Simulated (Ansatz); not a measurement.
```yaml
atoms:
  - { symbol: Si, position_ang: [-0.0259, -0.0321, -0.5822] }
  - { symbol: O, position_ang: [-0.0211, -0.0386, 0.9933] }
```

Basis set: def2-TZVP (spherical functions). Correlated methods keep 6 orbitals frozen. Charge 0, multiplicity 1.

Computed with Ansatz (development build ahead of 0.2.0); each method stands on the lowest determinant of its kind that the runs found. Restricted open shells among the atoms or ions are ROHF, correlated in semicanonical orbitals with singles.

The atomization energy at this shape (free ground-state atoms in the same class of orbitals less the molecule, no zero-point energy) of singlet SiO:

| method | atomization energy |
| --- | --- |
| RHF | 462.3 kJ/mol |

Task: What does RHF-MP2 give?

Result: 815.0 kJ/mol.
